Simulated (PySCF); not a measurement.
## input.py for KLi⁺

Input:

```python
from pyscf import gto, scf

mol = gto.M(
    atom='K 0 0 0; Li 0 0 3.497',
    basis='6-31g*',
    charge=1,
    spin=1,
    symmetry=True,
    verbose=4,
)
mf = scf.UHF(mol)
mf = mf.density_fit(auxbasis='def2-universal-jkfit')
mf.kernel()
mf.nuc_grad_method().kernel()
mf.dip_moment()
print('orbital energies (hartree):', [e[max(0, n-3):n+3].round(4) for e, n in zip(mf.mo_energy, mol.nelec)])
```

```bash
$ OMP_NUM_THREADS=1 python input.py
```

Output (some set-up lines and the per-cycle HOMO/LUMO lines with their warnings removed):

```
PySCF version 2.14.0

[INPUT] Symbol           X                Y                Z      unit          X                Y                Z       unit  Magmom
[INPUT]  1 K      0.000000000000   0.000000000000   0.000000000000 AA    0.000000000000   0.000000000000   0.000000000000 Bohr   0.0
[INPUT]  2 Li     0.000000000000   0.000000000000   3.497000000000 AA    0.000000000000   0.000000000000   6.608372257604 Bohr   0.0

nuclear repulsion = 8.62542208248213
point group symmetry = Coov
symmetry origin: [0.         0.         0.90114167]
symmetry axis x: [1. 0. 0.]
symmetry axis y: [0. 1. 0.]
symmetry axis z: [0. 0. 1.]
num. orbitals of irrep A1 = 16
num. orbitals of irrep E1x = 8
num. orbitals of irrep E1y = 8
num. orbitals of irrep E2x = 2
num. orbitals of irrep E2y = 2
number of shells = 16
number of NR pGTOs = 102
number of NR cGTOs = 36
basis = 6-31g*
ecp = {}

******** <class 'pyscf.df.df_jk.DFSymAdaptedUHF'> ********
method = DFSymAdaptedUHF
initial guess = minao
damping factor = 0
level_shift factor = 0
DIIS = <class 'pyscf.scf.diis.CDIIS'>
SCF conv_tol = 1e-09
SCF max_cycles = 50
number electrons alpha = 11  beta = 10
Freeze 0 electrons in irreps []
    21 free electrons in irreps A1 E1x E1y E2x E2y
******** <class 'pyscf.df.df.DF'> ********
auxbasis = def2-universal-jkfit
init E= -606.462825810091

cycle= 1 E= -606.397563300874  delta_E= 0.0653  |g|= 0.0509  |ddm|= 0.544
cycle= 2 E= -606.411632012449  delta_E= -0.0141  |g|= 0.0278  |ddm|= 0.249
cycle= 3 E= -606.416269439619  delta_E= -0.00464  |g|= 0.00978  |ddm|= 0.174
cycle= 4 E= -606.416858632506  delta_E= -0.000589  |g|= 0.00257  |ddm|= 0.0708
cycle= 5 E= -606.416898485764  delta_E= -3.99e-05  |g|= 0.000644  |ddm|= 0.0218
cycle= 6 E= -606.416901690385  delta_E= -3.2e-06  |g|= 0.000248  |ddm|= 0.00431
cycle= 7 E= -606.41690227122  delta_E= -5.81e-07  |g|= 3.5e-05  |ddm|= 0.00291
cycle= 8 E= -606.416902278322  delta_E= -7.1e-09  |g|= 3.65e-06  |ddm|= 0.000446
cycle= 9 E= -606.416902278375  delta_E= -5.3e-11  |g|= 5.03e-07  |ddm|= 4.73e-05
Extra cycle  E= -606.416902278376  delta_E= -1.71e-12  |g|= 1.87e-07  |ddm|= 4.02e-06
converged SCF energy = -606.416902278376  <S^2> = 0.75003783  2S+1 = 2.0000378

******** <class 'pyscf.df.grad.uhf.Gradients'> for <class 'pyscf.df.df_jk.DFSymAdaptedUHF'> ********
unit = Eh/Bohr
--------------- DFSymAdaptedUHF gradients ---------------
         x                y                z
0 K     0.0000000000     0.0000000000     0.0071135928
1 Li     0.0000000000     0.0000000000    -0.0071135928
----------------------------------------------

WARN: System has nonzero charge 1; the dipole moment is origin-dependent.
Location of origin: [0. 0. 0.]

Dipole moment(X, Y, Z, Debye):  0.00000,  0.00000,  5.23811
orbital energies (hartree): [array([-1.1271, -1.1271, -0.3618, -0.1167, -0.1017, -0.1017]), array([-1.1262, -1.1262, -1.124 , -0.1277, -0.1001, -0.0821])]
```

In short: E(SCF) = -606.416902 Eh, 9 cycles, ⟨S²⟩ = 0.750, gradient on the second atom -0.0071 Eh/bohr.

Run time: 0.86 s on 1 thread of Arm Neoverse V2 (shared host).

The bond length is a typed value, not an optimised one. The dipole of an ion depends on the origin. No search for the lowest solution was made.
